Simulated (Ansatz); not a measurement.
Basis-set series for `[GaH2][CH2]N1C[SiH2]1`. Charge 0, multiplicity 1. The geometry is a stationary point of PBE0-D4/def2-TZVP. It is one conformer, not always the lowest.

```tsv
atom	x (Å)	y (Å)	z (Å)
Ga1	-1.731	1.088	-0.667
C2	-0.952	-0.740	-0.475
N3	0.372	-0.854	0.076
C4	0.764	-0.220	1.344
Si5	1.932	-0.191	-0.074
H6	-0.856	2.379	-0.453
H7	-3.236	1.247	-1.106
H8	-1.650	-1.363	0.101
H9	-0.956	-1.177	-1.483
H10	0.842	-0.882	2.205
H11	0.268	0.729	1.581
H12	2.144	1.109	-0.757
H13	3.059	-1.126	-0.291
```

```json
{"functional": "PBE0-D4", "basis": "def2-TZVPP", "functions": "295", "energy (Eh)": "-2349.58068", "HOMO (eV)": "-5.89", "LUMO (eV)": "-1.50"}
{"functional": "PBE0-D4", "basis": "def2-QZVPP", "functions": "570", "energy (Eh)": "-2349.64230", "HOMO (eV)": "-5.91", "LUMO (eV)": "-1.54"}
{"functional": "ωB97M-V", "basis": "def2-TZVPP", "functions": "295", "energy (Eh)": "-2349.91342", "HOMO (eV)": "-8.06", "LUMO (eV)": "0.16"}
{"functional": "ωB97M-V", "basis": "def2-QZVPP", "functions": "570", "energy (Eh)": "-2349.97276", "HOMO (eV)": "-8.08", "LUMO (eV)": "-0.01"}
```

Problem. Give the rows for def2-SVP. (An estimate is asked.)

Solution. Computed: 
```json
{"functional": "PBE0-D4", "basis": "def2-SVP", "functions": "132", "energy (Eh)": "-2349.08015", "HOMO (eV)": "-5.82", "LUMO (eV)": "-1.47"}
{"functional": "ωB97M-V", "basis": "def2-SVP", "functions": "132", "energy (Eh)": "-2349.40611", "HOMO (eV)": "-7.97", "LUMO (eV)": "0.23"}
```

Positive LUMOs are unbound and depend on the basis. Scalar relativity is left out up to krypton.
